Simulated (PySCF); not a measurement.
Si(F)2(OMe)(NH2) (CH5F2NOSi), SMILES CO[Si](N)(F)F.

Geometry: B3LYP-D3(BJ)/def2-SVP. The structure was generated by enumeration, and PubChem lists no compound with its InChIKey, so it may never have been made. The values are those of a single conformer.

Two levels are set side by side: TDA-PBE/def2-SVPD (PySCF) and TDA-B3LYP/def2-SVPD (PySCF). Vertical, same geometry. The lowest singlet is HOMO→LUMO 99 % with PBE and HOMO→LUMO 98 % with the other functional; states are paired by order. Differences are taken from unrounded values.

```tsv
quantity	TDA-B3LYP	TDA-PBE	TDA-PBE minus TDA-B3LYP
lowest singlet excitation (eV)	6.90	6.38	-0.51
lowest triplet excitation (TDA) (eV)	6.48	6.05	-0.44
first bright state (f over 0.05) (eV)	6.90	6.38	-0.51
its oscillator strength	0.06	0.05	-0.01
```

Functionals without exact exchange tend to place singlet excitations lower, as here. Differences between two approximate levels are no errors against the true value.

Rough cost on one machine, each run with all the roots and properties that it gave: TDA-B3LYP against TDA-PBE about 2 times.
